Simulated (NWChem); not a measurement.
Which level was it?

The species is C2H5BO3 (11 atoms), meant as a singlet with charge 0. As SMILES, `C=COB(O)O`. Geometry: relaxed at PBE0-D4/def2-TZVP. This is one conformer, not always the lowest.

```xyz
11

C    -1.3166   -1.4633    1.1873
C    -0.6914   -0.8186    0.2165
O     0.1543    0.2159    0.4734
B     0.8064    0.8975   -0.5236
O     1.6389    1.9225   -0.1848
O     0.6259    0.5570   -1.8288
H    -1.9807   -2.2804    0.9439
H    -1.1800   -1.1925    2.2268
H    -0.8096   -1.0682   -0.8333
H     1.6795    2.0616    0.7641
H     1.1386    1.1114   -2.4207
```

A calculation with NWChem 7.3.0 gave:

```
total energy  : -328.0875 Eh
dipole moment : 0.79 D
HOMO energy   : -9.45 eV
LUMO energy   : 5.02 eV
HOMO–LUMO gap : 14.47 eV
largest force : 0.811 eV/Å
```

Problem. Which of these levels gave the numbers?
A. HF/cc-pVDZ
B. HF/3-21G
C. HF/STO-3G
D. B3LYP/6-31G* (Cartesian functions)

Solution. A. The others give -326.2539 Eh (HF/3-21G), -329.8648 Eh (B3LYP/6-31G* (Cartesian functions)), -323.7333 Eh (HF/STO-3G).
